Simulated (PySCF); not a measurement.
**The third ionisation energy along group 6**

All values are computed (PySCF 2.14, energy differences of UHF-based or UKS calculations, no spin-orbit coupling). Values in eV. The last column holds reference values (NIST; (s) semi-empirical, (t) theoretical, else measured). Unmarked ones compare directly (S terms, centres of terms, or small fine structure); those marked * lie between the lowest fine-structure levels and include a spin-orbit shift.

| element | configurations | CCSD (valence and next inner shell) | CCSD(T) (valence) | LDA | PBE | PBE0 | r2SCAN | reference |
| --- | --- | --- | --- | --- | --- | --- | --- | --- |
| Cr (def2-QZVPPD, non-relativistic) | [Ar] 3d4 → [Ar] 3d3 | 31.038 | 30.627 | 32.152 | 31.717 | 31.513 | 31.260 | 30.959 ± 0.025 * |
| Mo (def2-QZVPPD with the def2 core potential (28 electrons), ECP) | [Kr] 4d4 → [Kr] 4d3 | 26.949 | 26.707 | 27.546 | 27.328 | 27.251 | 27.121 | 27.13 ± 0.12 (s) * |
| W (def2-QZVPPD with the def2 core potential (60 electrons), ECP) | [Xe] 4f14 5d4 → [Xe] 4f14 5d3 | 25.494 | 25.244 | 26.218 | 25.977 | 25.864 | 25.759 | 26 ± 0.4 (s) * |

"Valence" correlates the outer s and p shells and, in groups 3 to 12 and the f block, the outer d or f shell, open or full, or the next shell where the ion has no valence electron left; the wider scheme adds the next inner shell.
